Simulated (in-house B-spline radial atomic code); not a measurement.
RPA and G0W0 on B3LYP (VWN-RPA): the fluorine ion F⁶⁺

Configuration [He] 2s1, highest spin, mean-field start B3LYP (VWN-RPA). Computed with a B-spline radial code for spherical atoms: all electrons, scalar-relativistic (spin-free one-electron X2C), finite nucleus, each spin shell either full or empty, empty states to l = 9 with an (l + 1/2)⁻⁴ tail; G0W0 by contour deformation at full frequency.

Command:
```bash
python run_gw.py task.json out
```
Settings (radii: box in bohr, nucleus in fm):
```
Z                        9
electrons                3
configuration            [He] 2s1
hamiltonian              x2c
method                   b3lyp
lmax                     9
rms_radius               2.8976
spin_polarised           True
box_radius               9.29
intervals                68
ion_configuration        1s2
```

Time taken, with all properties: 2.2 s on 1 thread of Arm Neoverse N1, with other jobs on the host.

Energies (hartree):

| term | value |
| --- | --- |
| mean-field total | -82.40169 |
| Hartree-Fock functional on these orbitals | -82.36039 |
| direct second order | -0.16839 |
| second-order exchange | 0.11633 |
| SOSEX correction | 0.099931 |

Q: What is the RPA correlation energy, and what remains with SOSEX?

A: RPA gives -0.15003 hartree (-1.36 eV per electron); RPA + SOSEX gives -0.050102, and the second-order doubles -0.052059 hartree (no singles). SOSEX takes back 67 % of the RPA value.

Quasi-particle levels (eV):

| level | occupied | mean field | Σx - vxc | Σc | QP weight | G0W0 |
| --- | --- | --- | --- | --- | --- | --- |
| 2s up | yes | -176.29 | -8.80 | ? | ? | ? |
| 1s down | yes | -868.07 | -42.24 | 3.01 | 0.971 | -907.29 |
| 1s up | yes | -870.27 | -44.28 | 3.13 | 0.949 | -911.42 |
| 2s down | no | -163.84 | 10.33 | -3.82 | 0.914 | -157.33 |

G0W0 = mean field + (Σx - vxc) + Σc, with Σc (partial-wave tail included) taken at the quasi-particle energy.

Q: Where does G0W0 put 2s up?

A: At -187.11 eV, with Σc = -2.01 eV and a quasi-particle weight of 0.966. The tabulated removal energy is 185.187 eV (NIST, measured).

Q: What does it cost to remove one electron (to 1s2) by differences of total energies, each species on its own start (correlation terms add to the Hartree-Fock functional)?

A: B3LYP (VWN-RPA) 186.19 eV, Hartree-Fock functional 185.05 eV, + RPA 186.66 eV, + RPA + SOSEX 185.18 eV, + second order 185.20 eV. Tabulated: 185.187 eV (NIST, measured).
